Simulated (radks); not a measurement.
Q: Charge is removed step by step from the 4f (averaged over the sub-levels emptied) level of the promethium ion Pm+, starting from [Xe] 4f5 6s1. Code: a radial shooting solver on a logarithmic mesh with Libxc functionals. Model: Dirac Kohn-Sham, LDA (Slater exchange, Perdew-Wang correlation), spin-unpolarised, spherical densities, point nucleus; open shells are shared between the two j in proportion to 2j + 1. At the starting occupation the eigenvalue is -8.415 eV. Estimate the energy to remove one whole electron from this level, the eigenvalue at the end, and how far E(n) bends from a straight line.

A: Delta-SCF 15.750 eV; final eigenvalue -23.680 eV; the deviation from the straight line is -1.913 eV at 0.5 electron removed, the largest on the grid computed. Slater's transition state (half an electron removed) gives 15.603 eV. Integrating minus the eigenvalue over the occupation (Janak's theorem) gives 15.750 eV. The mean slope of the eigenvalue, de/dn, is 15.3 eV per electron.
